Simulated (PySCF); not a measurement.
**Two-component Hartree-Fock for Ce¹⁹⁺ (cerium, charge +19)**

Start: [Kr] 4d3; 4d3/2 filled at m_j = -1/2, +1/2, +3/2. Calculated with PySCF 2.14 in an uncontracted even-tempered set (18 s from 1.2 bohr⁻², ratio 2.8; 14 p from 1.5 bohr⁻², ratio 2.8; 9 d from 1.5 bohr⁻², ratio 2.8; 4 f from 6 bohr⁻², ratio 3): generalised Hartree-Fock with the X2C-1e Hamiltonian and a Gaussian nucleus; spin-orbit coupling (SO) screened by Boettger's factors.

```json
{"spinor shell": "1s1/2", "electrons": "2", "ε, screened SO (eV)": "-41130.7", "weight of nominal j (screened SO)": "1.000", "rms radius, screened SO (bohr)": "0.0280"}
{"spinor shell": "2s1/2", "electrons": "2", "ε, screened SO (eV)": "-7105.8", "weight of nominal j (screened SO)": "1.000", "rms radius, screened SO (bohr)": "0.114"}
{"spinor shell": "2p1/2", "electrons": "2", "ε, screened SO (eV)": "-6724.5", "weight of nominal j (screened SO)": "1.000", "rms radius, screened SO (bohr)": "0.0979"}
{"spinor shell": "2p3/2", "electrons": "4", "ε, screened SO (eV)": "-6272.1", "weight of nominal j (screened SO)": "1.000", "rms radius, screened SO (bohr)": "0.104"}
{"spinor shell": "3s1/2", "electrons": "2", "ε, screened SO (eV)": "-1940.6", "weight of nominal j (screened SO)": "1.000", "rms radius, screened SO (bohr)": "0.296"}
{"spinor shell": "3p1/2", "electrons": "2", "ε, screened SO (eV)": "-1779.0", "weight of nominal j (screened SO)": "1.000", "rms radius, screened SO (bohr)": "0.287"}
{"spinor shell": "3p3/2", "electrons": "4", "ε, screened SO (eV)": "-1686.3", "weight of nominal j (screened SO)": "1.000", "rms radius, screened SO (bohr)": "0.299"}
{"spinor shell": "3d3/2", "electrons": "4", "ε, screened SO (eV)": "-1408.3", "weight of nominal j (screened SO)": "0.995", "rms radius, screened SO (bohr)": "0.270"}
{"spinor shell": "3d5/2", "electrons": "6", "ε, screened SO (eV)": "-1385.9", "weight of nominal j (screened SO)": "0.996", "rms radius, screened SO (bohr)": "0.274"}
{"spinor shell": "4s1/2", "electrons": "2", "ε, screened SO (eV)": "-735.78", "weight of nominal j (screened SO)": "1.000", "rms radius, screened SO (bohr)": "0.640"}
{"spinor shell": "4p1/2", "electrons": "2", "ε, screened SO (eV)": "-673.31", "weight of nominal j (screened SO)": "0.961", "rms radius, screened SO (bohr)": "0.653"}
{"spinor shell": "4p3/2", "electrons": "4", "ε, screened SO (eV)": "-641.62", "weight of nominal j (screened SO)": "0.980", "rms radius, screened SO (bohr)": "0.674"}
{"spinor shell": "4d3/2", "electrons": "3", "ε, screened SO (eV)": "-544.75", "weight of nominal j (screened SO)": "0.885", "rms radius, screened SO (bohr)": "0.693"}
```

| quantity | screened SO |
| --- | --- |
| E (hartree) | -8714.54023 |
| M_J | 3/2 |
| ⟨J²⟩ | 4.650 |
| ⟨L²⟩ | 10.458 |
| ⟨S²⟩ | 3.010 |

The determinant has a definite M_J but mixes levels of different J.

Each row is a mean over spinors that exchange with the open shell spreads, by up to 9.083 eV (4s1/2).

Rows whose weight is well below 1 are mixtures of j = l ± 1/2: exchange outweighs spin-orbit coupling there, and the label is only the starting occupation.

Breit and QED terms are absent; they matter most for the inner s and p1/2 levels.

Densities and radii are taken from the X2C orbitals without a picture-change correction, which distorts them close to the nucleus.
